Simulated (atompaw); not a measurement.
Which change was made? (Ir, PAW (atompaw))

- Element: iridium
- Generator: atompaw 4.2.0.5
- Type: PAW
- Functional: PBEsol
- Relativity: scalar-relativistic
- Frozen core: [Kr] 4d10
- Valence charge: 31
- Reference configuration: 4f14 5s2 5p6 5d8 6s1 6p0
- Partial waves: 5s (bound); 6s (bound); 5p (bound); 6p (bound, empty); 5d (bound); 5d channel at 0.35 Ry; 4f (bound); 4f channel at -2.7 Ry
- Local potential: troulliermartins scheme with l = 4 at 0 Ry, radius 2.15 bohr
- Core correction: smooth core density matched at 2.05 bohr
- Augmentation charge: sinc compensation charge, radius 1.75 bohr; PAW radius 2.35 bohr; waves and projectors: bloechl

Cutoffs, loose and tight: the cutoffs (Ry, on a coarse ladder) from which the occupation-weighted sum of valence levels, in a spherical-Bessel basis at the reference potential, stays within 10 and 1 mRy of its value at 400 Ry. They see the waves, projectors and local potential, not the compensation charge or the core.

The base gives: outcome: generated; cutoff, loose: 60 Ry; cutoff, tight: 70 Ry; bound ghosts: none.

Question: After one change the result is: outcome: generated; cutoff, loose: 30 Ry; cutoff, tight: 40 Ry; bound ghosts: none. Which change was it?
A. all radii scaled by about 1.31 (s 2.36, p 1.90, d 3.08, f 1.12 bohr); local potential troulliermartins scheme with l = 4 at 0 Ry, radius 2.82 bohr; augmentation sinc compensation charge, radius 2.28 bohr; PAW radius 3.08 bohr; waves and projectors: bloechl; core correction smooth core density matched at 2.68 bohr
B. core [Xe] 4f14, valence charge 9; reference 5d7 6s0 6p0; waves now 6s (bound); 6s channel at 3 Ry; 6p (bound); 6p channel at 1.55 Ry; 5d (bound); 5d channel at -1.35 Ry; local potential troulliermartins scheme with l = 3 at 0 Ry, radius 2.15 bohr; core correction smooth core density matched at 2.40 bohr; augmentation sinc compensation charge, radius 2.25 bohr; PAW radius 2.95 bohr; waves and projectors: bloechl
C. waves 5s (bound): rc 1.80 bohr; 6s (bound): rc 1.70 bohr; 5p (bound): rc 1.45 bohr; 6p (bound): rc 2.35 bohr; 5d (bound): rc 2.35 bohr; 5d channel at 0.35 Ry: rc 2.35 bohr; 4f (bound): rc 0.85 bohr; 4f channel at -2.7 Ry: rc 0.85 bohr; augmentation sinc compensation charge, radius 1.75 bohr; PAW radius 2.35 bohr; waves and projectors: custom rrkj gramschmidtortho

Answer: A. The others give: waves 5s (bound): rc 1.80 bohr; 6s (bound): rc 1.70 bohr; 5p (bound): rc 1.45 bohr; 6p (bound): rc 2.35 bohr; 5d (bound): rc 2.35 bohr; 5d channel at 0.35 Ry: rc 2.35 bohr; 4f (bound): rc 0.85 bohr; 4f channel at -2.7 Ry: rc 0.85 bohr; augmentation sinc compensation charge, radius 1.75 bohr; PAW radius 2.35 bohr; waves and projectors: custom rrkj gramschmidtortho → outcome: generated; cutoff, loose: 300 Ry; cutoff, tight: over 300 Ry; bound ghosts: none | core [Xe] 4f14, valence charge 9; reference 5d7 6s0 6p0; waves now 6s (bound); 6s channel at 3 Ry; 6p (bound); 6p channel at 1.55 Ry; 5d (bound); 5d channel at -1.35 Ry; local potential troulliermartins scheme with l = 3 at 0 Ry, radius 2.15 bohr; core correction smooth core density matched at 2.40 bohr; augmentation sinc compensation charge, radius 2.25 bohr; PAW radius 2.95 bohr; waves and projectors: bloechl → outcome: generated; cutoff, loose: 35 Ry; cutoff, tight: 40 Ry; bound ghosts: s.
